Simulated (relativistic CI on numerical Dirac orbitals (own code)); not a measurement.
**In¹⁶⁺: sensitivity of the levels to the model**

Base calculation: Dirac-Coulomb-Breit CI, separate exchange-only KLI orbitals for each configuration, a model potential for QED, unscaled Slater integrals.

Configurations in the expansion (outside the closed core [Ar] 3d10): 4s²4p³, 4s4p⁴, 4p⁵, 4s²4p²4d, 4s4p³4d, 4s²4p²4f, 4s4p³4f, 4p⁴4d, 4s4p²4d², 4s²4p4d4f, 4s²4p²5s, 4p⁴4f, 4s²4p²5p, 4p⁴5s, 4s4p³5s, 4s4p²4d5s, 4s²4p²5d, 4p³4d4f, 4s4p³5p, 4s²4p4f5s, 4s²4p²5f, 4s4p²4f², 4s²4p²5g, 4s²4p²6s, 4s4p³5d, 4s²4p²6p, 4s4p²5s², 4s²4p4d², 4s²4d³, 4s4p4d³, 4s²4d²4f, 4s4p4d²4f, 4s²4d²5s, 4p³4d², 4p²4d³, 4p²4d²4f, 4p²4d²5s, 4s²4p4f², 4s²4d4f², 4s4p4d4f², 4s²4f³, 4s4p4f³, 4s²4f²5s, 4p³4f², 4p²4d4f², 4p²4f³, 4p²4f²5s, 4s²4p4d5s, 4s4p4d²5s, 4s²4d4f5s, 4s4p4d4f5s, 4s²4d5s², 4s4p²4d4f, 4p³4d5s, 4p²4d4f5s, 4p²4d5s², 4s²4p5s², 4s4p4d5s², 4s²4f5s², 4s4p4f5s², 4s4p²4f5s, 4s4p4f²5s. Double excitations out of closed p, d and f shells are left out; levels of such configurations are missing from the list, as are those of other unlisted configurations, and high levels can miss mixing partners. These lack a partner that the ground configuration has and come out too high: 4s²4p²5p, 4s²4p²5d, 4s4p³5p, 4s²4p²5f, 4s²4p²5g.

The lowest level and the first level of each name with at least 55 % of one term (blank where a level has no safe partner in the second run):

| Level | Base (cm⁻¹) | Shift (cm⁻¹) |
| --- | --- | --- |
| 4s²4p³ ⁴S°3/2 | 0 | 0 |
| 4s²4p³ ²D°3/2 | 57748 | -15588 |
| 4s²4p³ ²D°5/2 | 77320 | -35160 |
| 4s²4p³ ²P°1/2 | 106119 | -36043 |
| 4s²4p³ ²P°3/2 | 160356 | -90280 |
| 4s4p⁴ ⁴P5/2 | 371804 | -63611 |
| 4s4p⁴ ⁴P3/2 | 412056 | -103863 |
| 4s4p⁴ ⁴P1/2 | 418114 | -109921 |
| 4s4p⁴ ²D3/2 | 463916 | -91024 |
| 4s4p⁴ ²D5/2 | 482175 | -109283 |
| 4s²4p²4d ⁴F3/2 | 555200 | -7319 |
| 4s²4p²4d ²F5/2 | 600063 |  |
| 4s²4p²4d ⁴F7/2 | 608603 | -60722 |
| 4s²4p²4d ⁴D3/2 | 614309 | -54151 |

At this charge energies of transitions that change n are usually good to better than 1 %, and those within a shell (Δn = 0) to a few per cent.

One thing was changed in a second run, which moved the levels as shown. Which?
A. non-relativistic limit
B. QED terms removed
C. configuration mixing switched off
D. Breit term removed

A. Non-relativistic limit. Without relativity the fine structure collapses and s electrons lose their extra binding.

LS names give the leading component of a level, which can be under half, so a name can repeat, a term be missing and a line seem to break the LS rules.
